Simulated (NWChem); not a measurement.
Species: SnHOCl, singlet; SMILES [OH][Sn][Cl]

```xyz
4

Sn     0.3378     0.4703     0.0000
Cl    -0.1274    -1.8934     0.0000
O     -1.5659     1.0450     0.0000
H     -2.1953     0.3108     0.0000
```
Atoms are numbered in this order, from 1.

All runs: NWChem. Low-valent species are run as closed-shell singlets; no triplet was tried in these runs. Geometry: optimised at PBE0/def2-SVP. Not confirmed as a minimum by frequencies. def2 effective core potentials on Sn; no spin-orbit coupling. Ions are spin-unrestricted doublets at the neutral geometry; other ion states weren't tried.

For level B3LYP/def2-SVP:

| Property | Value |
|---|---|
| vertical ionisation energy, ΔSCF (eV) | 10.02 |
| −ε(HOMO) (eV) | 7.56 |

How do the values read with level PBE/def2-SVP instead?

The vertical ionisation energy, ΔSCF (eV) is 9.76 and the −ε(HOMO) (eV) comes out as 6.58.
